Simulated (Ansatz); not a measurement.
Reaction (silylene formation by 1,1-elimination): `S[Si](Cl)(Cl)Cl` → Cl₂ + `S[Si]Cl`

Calculated with Ansatz (gas phase, PBE0-D4/def2-TZVP geometries, no zero-point term in ΔE). CCSD(T)/CBS adds triple-zeta CCSD(T) − MP2 to the extrapolated MP2 energy (def2 sets, frozen cores). This one scheme is used for every species. Functionals use def2-TZVPP. Each species was taken in one conformer, which may not be the lowest.

CCSD(T)/CBS gives +5.12 eV.

(1) Another level gave +5.32 eV. Which?
A. PBE-QIDH/def2-TZVPP
B. r2SCANh-D4/def2-TZVPP
C. BLYP/def2-TZVPP
D. ωB97M-V/def2-TZVPP

Largest T1 diagnostic among the species: 0.014.

Results:

(1) B. r2SCANh-D4 5.32, ωB97M-V 5.07, PBE-QIDH 5.40, BLYP 4.32 eV.

Leaving LDA and LC-ωPBE aside and taking each functional with its dispersion term where it has one, the values, not all of them listed here, spread over 0.78 eV, from BLYP-D4 to r2SCAN0-D4. LDA lies +0.42 eV from PBE without D4. The D4 term adds +0.24 eV with B3LYP and +0.13 eV with PBE0; it sums over pairs of atoms, weighted by their polarisabilities, and B3LYP, whose exchange is more repulsive, gets the larger term. From r2SCAN to r2SCAN0 (25 % exact exchange), in def2-TZVPP and without D4, ΔE moves by +0.13 eV.

B3LYP here is the variant with VWN-RPA as its local correlation; programs differ in this.
